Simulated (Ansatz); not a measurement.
Reaction (formal exchange of groups at a C–C bond): `FC(F)=CC=C(F)F` + `F/C=C/F` → `F/C=C(/F)C=C(F)F` + `C=C(F)F`

Computed with Ansatz on PBE0-D4/def2-TZVP structures; ΔE is electronic, products minus reactants. CCSD(T)/CBS adds triple-zeta CCSD(T) − MP2 to the extrapolated MP2 energy (def2 sets, frozen cores). Double bonds are as drawn, so ΔE can hold a change between cis and trans. DFT in def2-TZVPP. One conformer a species, not always the lowest.

(1) Is it downhill or uphill in electronic energy at CCSD(T)/CBS, and by how much? (An estimate is asked.)

(2) What do these levels give: r2SCAN0-D4, BLYP, MP2/def2-SVP, HF/def2-TZVPP, MP2/def2-TZVPP, MP2/def2-QZVPP? (Best estimate.)

(3) What do rigid-rotor, harmonic-oscillator terms from PBE0-D4/def2-TZVP frequencies (298.15 K, 1 bar) make of the CCSD(T)/CBS value? (Estimate.)

Largest T1 diagnostic among the species: 0.013.

Results:

(1) Ansatz gave: Downhill: ΔE = -6.2 kJ/mol.

(2) Ansatz gave: r2SCAN0-D4 -10.7, BLYP -6.2, MP2/def2-SVP -8.8, HF/def2-TZVPP -6.4, MP2/def2-TZVPP -8.0, MP2/def2-QZVPP -7.3 kJ/mol.

(3) Ansatz gave: ΔZPE = -0.8 kJ/mol, ΔH = -7.5 kJ/mol, ΔS = 3 J/(mol·K), ΔG = -8.4 kJ/mol.

Leaving LDA and LC-ωPBE aside and taking each functional with its dispersion term where it has one, the values, not all of them listed here, spread over 5.6 kJ/mol, from B97M-V to B2PLYP. LDA lies −3.9 kJ/mol from PBE without D4.
